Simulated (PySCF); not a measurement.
**Spinor energies of Tm(27+) (thulium, charge +27)**

Start: [Kr] 4d6; 4d3/2 filled at m_j = -3/2, -1/2, +1/2, +3/2; 4d5/2 filled at m_j = +3/2, +5/2. Calculated with PySCF 2.14 in an uncontracted even-tempered set (17 s from 2.3 bohr⁻², ratio 2.8; 14 p from 2.9 bohr⁻², ratio 2.8; 9 d from 2.9 bohr⁻², ratio 2.8; 3 f from 13 bohr⁻², ratio 3): generalised Hartree-Fock with the X2C-1e Hamiltonian and a Gaussian nucleus; one run each with spin-orbit coupling (SO) switched off, then screened by Boettger's factors.

```
spinor shell  electrons  ε, spin-free (eV)  ε, screened SO (eV)  weight of nominal j (screened SO)  rms radius, screened SO (bohr)
       1s1/2          2           -60625.2             -60610.1                              1.000                          0.0227
       2s1/2          2           -11139.3             -11134.1                              1.000                          0.0918
       2p1/2          2            -9942.5             -10638.5                              1.000                          0.0783
       2p3/2          4            -9942.5              -9650.9                              1.000                          0.0852
       3s1/2          2            -3272.3              -3270.4                              1.000                           0.235
       3p1/2          2            -2903.4              -3054.1                              1.000                           0.226
       3d3/2          4            -2447.4              -2476.2                              0.998                           0.212
       3d5/2          6            -2447.4              -2426.0                              0.999                           0.216
       4s1/2          2            -1320.4              -1319.7                              1.000                           0.493
       4p1/2          2            -1182.2              -1230.4                              0.992                           0.498
       4p3/2          4            -1182.2              -1160.7                              0.996                           0.524
       4d3/2          4            -1012.5              -1017.5                              0.925                           0.522
       4d5/2          2            -1012.5              -1005.1                              0.921                           0.529
```

(1) Where does 3p3/2 lie, and what is the 3p spin-orbit splitting (screened SO)?

```tsv
quantity	spin-free	screened SO
E (hartree)	-13212.21351	-13224.67551
M_J	4	4
⟨J²⟩	20.001	20.027
⟨L²⟩	6.001	10.284
⟨S²⟩	6.000	3.836
```

Each row is a mean over spinors that exchange with the open shell spreads, by up to 21.803 eV (4p3/2).

Breit and QED terms are absent; they matter most for the inner s and p1/2 levels.

Densities and radii are taken from the X2C orbitals without a picture-change correction, which distorts them close to the nucleus.

Without spin-orbit coupling the j labels of p, d and f shells carry no meaning; the spin-free column gives the mean over the occupied spinors of each nl shell.

## Answers

(1) At -2838.8 eV, 215.30 eV above 3p1/2.
